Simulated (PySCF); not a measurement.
**Electronic absorption of AlEt2(OH)**

AlEt2(OH), C4H11AlO.
SMILES: `C[CH2][Al]([OH])[CH2]C`

Computed, not measured: PySCF, TDDFT CAM-B3LYP/def2-SVPD, vertical, gas phase, core orbitals frozen in the response. Isolated species at its PBE0-D3(BJ)/def2-SVP geometry (one conformer only).

| state | E (eV) | E (kJ/mol) | λ (nm) | f | main configurations (H = HOMO, L = LUMO) |
| --- | --- | --- | --- | --- | --- |
| S1 | 5.83 | 563 | 212.5 | 0.0002 | H→L+1 (97%) |
| S2 | 5.97 | 576 | 207.5 | 0.058 | H→L (93%) |
| S3 | 7.00 | 675 | 177.2 | 0.030 | H-1→L (45%), H→L+2 (44%) |
| S4 | 7.21 | 695 | 172.0 | 0.038 | H→L+2 (35%), H→L+3 (33%), H-1→L (21%) |
| S5 | 7.33 | 707 | 169.2 | 0.0035 | H-1→L+1 (85%) |
| S6 | 7.57 | 730 | 163.9 | 0.055 | H-2→L (74%) |
| S7 | 7.68 | 741 | 161.5 | 0.014 | H→L+3 (45%), H-1→L (20%), H-5→L (11%) |
| S8 | 8.05 | 777 | 154.0 | 0.014 | H→L+5 (39%), H-1→L+2 (18%), H-5→L (11%) |
| S9 | 8.14 | 785 | 152.3 | 0.197 | H→L+4 (57%), H→L+5 (18%), H-1→L+3 (12%) |
| S10 | 8.24 | 795 | 150.5 | 0.031 | H-2→L+1 (64%), H→L+5 (14%) |
| S11 | 8.30 | 800 | 149.5 | 0.0015 | H→L+6 (79%) |
| S12 | 8.37 | 808 | 148.0 | 0.0009 | H-3→L (73%) |
| S13 | 8.41 | 811 | 147.4 | 0.029 | H-2→L+1 (25%), H-5→L (21%), H→L+5 (16%) |
| S14 | 8.50 | 820 | 145.8 | 0.036 | H→L+7 (29%), H-1→L+2 (23%), H-5→L (23%) |
| S15 | 8.53 | 823 | 145.3 | 0.0019 | H-4→L (74%) |

Triplets, Tamm–Dancoff:

```
state  E (eV)  λ (nm)  main configurations (H = HOMO, L = LUMO)
   T1    5.55   223.3                               H→L+1 (91%)
   T2    5.61   221.2                                 H→L (82%)
   T3    6.70   185.2                  H-1→L (57%), H→L+2 (23%)
   T4    6.80   182.3                             H-1→L+1 (91%)
```

The lowest singlet lies at 5.83 eV (213 nm, ultraviolet) and is dark (f under 0.0005); its leading configuration is HOMO→LUMO+1 (97%). The most intense listed level is S9 at 8.14 eV (152 nm, f = 0.197), 2.30 eV above S1. Löwdin shares by element: HOMO carbon 54% or more, aluminium 17% (atoms not listed hold the other 29%); LUMO aluminium 58%, carbon 9% or more, oxygen 7% (atoms not listed hold the other 26%). Of the 15 states listed, 10 reach f = 0.01 and 1 stays under 0.0005. Weighted by f, the mean energy of these states is 7.72 eV. The listed states span 2.70 eV, and the widest gap between neighbours is 1.02 eV (S2 to S3). No computed singlet lies in the visible range (380 to 750 nm); the lowest, at 213 nm, stands 2.57 eV above its violet end (3.26 eV). The window holds the lowest 15 singlets.

Without π bonds the low states are Rydberg-like; a valence basis with one diffuse set may place them up to an eV too high.
